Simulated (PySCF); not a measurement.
C₃H₄ClO₂Si (doublet state).
SMILES with atom numbers: `[Cl:1][C:2]1=[CH:3][O:4][SiH2:5][O:6][CH:7]1` (hydrogens: H8 on C3; H9, H10 on Si5; H11 on C7)

Computed, not measured: UKS B3LYP, pcH-1 on C Cl H O Si, non-relativistic, mean-field spin-orbit, GIAO in PySCF. Isolated species at its GFN2-xTB geometry, gas phase. The geometry wasn't refined by DFT: couplings that depend on bond lengths, twists or pyramidal angles can differ widely from those at the functional's own minimum. No stability test was run, so a lower SCF solution isn't excluded. ⟨S²⟩ is 0.775 where a pure state has 0.75.

(1) Give the principal g shifts and their parts.

(2) What are the electron Larmor frequencies g μB B/h along the three axes at 330 mT?

(3) What effective moment and Curie constant follow for a powder?

(4) In a frozen sample, at which fields do the three g values resonate at 9.5, 34, 94 and 263 GHz (hyperfine left aside), and which band first spreads them over more than twice a line width of 1.0 mT?

Answers

(1) 
```json
{"Δg (ppm)": "relativistic mass correction", "1": "-195", "2": "-195", "3": "-195"}
{"Δg (ppm)": "gauge correction", "1": "-13", "2": "42", "3": "36"}
{"Δg (ppm)": "orbital Zeeman/spin–orbit", "1": "115", "2": "1062", "3": "1304"}
{"Δg (ppm)": "total", "1": "-93", "2": "909", "3": "1146"}
```

So g = 2.00223, 2.00323, 2.00347 and g_iso = 2.00297; the tensor is rhombic: the two nearest values differ by 19 % of g3 − g1. Axes: g2 points within 1° of the Cl1–C2 bond.

(2) 9.2478, 9.2524, 9.2535 GHz for g1, g2 and g3, a range of 5.7 MHz.

(3) With the mean of g² = 4.0119 and S(S+1) = 0.75: μ_eff = √(⟨g²⟩S(S+1)) = 1.735 μB and χT = 0.12505·⟨g²⟩·S(S+1) = 0.376 cm³ K/mol (cgs; spin-Hamiltonian part alone).

(4) 
```json
{"band": "X", "GHz": "9.5", "B(g3) mT": "338.79", "B(g2) mT": "338.83", "B(g1) mT": "339.00", "spread mT": "0.21"}
{"band": "Q", "GHz": "34.0", "B(g3) mT": "1212.51", "B(g2) mT": "1212.65", "B(g1) mT": "1213.26", "spread mT": "0.75"}
{"band": "W", "GHz": "94.0", "B(g3) mT": "3352.24", "B(g2) mT": "3352.63", "B(g1) mT": "3354.31", "spread mT": "2.07"}
{"band": "J", "GHz": "263.0", "B(g3) mT": "9379.13", "B(g2) mT": "9380.23", "B(g1) mT": "9384.93", "spread mT": "5.80"}
```

The spread grows in proportion to the frequency. W band is the first where it exceeds 2.0 mT.

The Mulliken spin populations are largest on C3 (+0.58), C7 (+0.58), C2 (-0.22) and O6 (+0.07). The angles at C3 add up to 360.0°, so it is planar; its axial dipolar tensor and the negative coupling of its proton fit spin in a p orbital normal to that plane.

The HOMO–LUMO gaps are 4.97 eV among the α and 4.89 eV among the β orbitals.
